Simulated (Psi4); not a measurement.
thionyl fluoride (F2OS), singlet, geometry from GFN2-xTB. Base run: HF/3-21G (Psi4).

Here is a job for Psi4.
```
memory 2 GB

molecule {
0 1
  O     1.36431422   -0.14953623   -0.37776966
  S     0.20253837   -0.00630885    0.40783444
  F    -0.66691673    1.26541662   -0.23549748
  F    -0.90587522   -1.12127979   -0.15374626
}

set basis 3-21g
set stability_analysis check
set scf_type pk

energy('scf')
print_variables()
```

The bond that is stretched is that between atoms 4 and 2. A test that says stable can miss a lower solution.

The base run was repeated with changes; each row names its change, and settings that it needs were set with it.

| change | ΔE vs base (kcal/mol) | <S^2> | outcome |
|---|---|---|---|
| base | 0.000 | 0.000 | converged |
| stability_analysis = follow; reference = uhf | 0.000 | 0.000 | converged |
| bond × 1.25 | 36.86 | 0.000 | converged |
| stability_analysis = follow; reference = uhf; bond × 1.25 | 14.90 | 0.767 | converged |
| bond × 1.5 | 80.2 | 0.000 | converged |
| stability_analysis = follow; reference = uhf; bond × 1.5 | 10.19 | 0.963 | converged |
| bond × 1.8 | 122.2 | 0.000 | converged |
| stability_analysis = follow; reference = uhf; bond × 1.8 | 8.74 | 1.001 | converged |
| bond × 2.2 | 157.1 | 0.000 | converged |
| stability_analysis = follow; reference = uhf; bond × 2.2 | 9.05 | 1.008 | converged |
| bond × 3.0 | - | - | not converged |
| stability_analysis = follow; reference = uhf; bond × 3.0 | - | - | not converged |

Psi4 reported an instability in these rows: stability_analysis = follow; reference = uhf; bond × 1.25; stability_analysis = follow; reference = uhf; bond × 1.5; stability_analysis = follow; reference = uhf; bond × 1.8; stability_analysis = follow; reference = uhf; bond × 2.2 (restricted rows aren't judged here).

Where a bond breaks into two radicals, a solution with restricted orbitals usually stops being the lowest and lies too high; an unrestricted one lies lower at the price of spin contamination, which <S^2> shows.
